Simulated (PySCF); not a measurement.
## Computed structure and properties of [La3]+

System: [La3]+ (triplet); start: released along the symmetry-breaking force (C∞v). Method: PySCF 2.14.0, UKS r2SCAN, La def2-SVP with ECP46; non-relativistic Hamiltonian with scalar-relativistic core potentials where named; density fitting; no spin-orbit coupling.

Input of the relaxation:

```python
mol = gto.M(atom='''
La     0.00000     0.00000     3.18149
La    -0.00000    -0.00000    -0.02838
La    -0.00000    -0.00000    -3.15312''',
    basis={'La': 'def2-SVP'},
    ecp={'La': 'def2-SVP'},
    charge=1, spin=2)
mf = dft.UKS(mol, xc='R2SCAN')
mf.grids.atom_grid = (50, 194)  # f atoms: unpruned, at least (60, 302)
mf = mf.density_fit()  # fitting sets: La def2-universal-JKFIT
mf.conv_tol = 1e-08; mf.max_cycle = 55
mf.kernel(dm0)  # dm0: converged density of the start geometry
# quasi-Newton relaxation in Cartesian coordinates to a largest gradient under 0.00045 Eh/bohr
```

Run from Python with OMP_NUM_THREADS=2; the lines above give its settings. Where DIIS fails, smearing, a level shift and second-order steps follow.
It took 24 s on 2 threads of Arm Neoverse V1 (shared host), from the converged density of the start.

Course of the relaxation:

```
step  energy above end (eV)  largest force component within the symmetry (eV/Å)
   0                 0.0002                                               0.054
   1                 0.0001                                               0.044
   2                 0.0000                                               0.003
```

Relaxed geometry (nearly D∞h):

```xyz
3

La    0.0000    0.0000    3.1858
La    0.0000    0.0000   -0.0336
La    0.0000    0.0000   -3.1522
```

```csv
contact,Å
La3–La2,3.119
La2–La1,3.219
La3–La1,6.338
```

On the finer grid (75, 302):

| Quantity | Value |
| --- | --- |
| HOMO | -6.49 eV |
| LUMO | -6.23 eV |
| Dipole about the centre of mass | 1.93 D |
| Spin squared | 3.460 |
| Set of Mulliken populations of La1 outside the core potential | s 2.75, p 6.02, d 1.48, f 0.01 |
| D3(BJ) dispersion energy (not in the energies) | -0.051 eV |

| atom | Mulliken (e) | Löwdin (e) | spin (e) |
| --- | --- | --- | --- |
| La1 | 0.74 | 0.51 | -0.61 |
| La2 | -0.74 | -0.06 | 0.82 |
| La3 | 1.00 | 0.55 | 1.79 |

The state is spin-contaminated.

No frequency check is given here.

One start shape was tried, so this needn't be the lowest isomer.

Open shells may have lower solutions than the one found.
